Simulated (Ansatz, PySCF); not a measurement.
This singlet lies 0.60 eV below the relaxed triplet at the level frozen-core CCSD(T)/aug-cc-pVDZ // B3LYP-D3(BJ)/def2-TZVPD (Ansatz, a first-principles code).

B3LYP has the VWN-RPA correlation part, as in Gaussian. 

Cartesian coordinates (Å):
SMILES: [Al-]([SiH3])[SiH3]
```xyz
9

Si     1.7540    -0.0314    -0.2226
Al     0.0055     1.6145    -1.1756
Si    -1.7525     0.1982     0.0808
H      3.2031     0.3945    -0.2434
H      1.7851    -1.2626    -1.0970
H      1.6294    -0.6169     1.1623
H     -3.1976     0.3461    -0.3331
H     -1.7987     0.6567     1.5194
H     -1.6282    -1.2991     0.2191
```
Charge -1, spin multiplicity 1.

### Question
Predict the total energy and HOMO from B3LYP-D3(BJ)/def2-TZVPD (PySCF).

### Answer

- total energy: -22453.12 eV
- HOMO: -0.61 eV
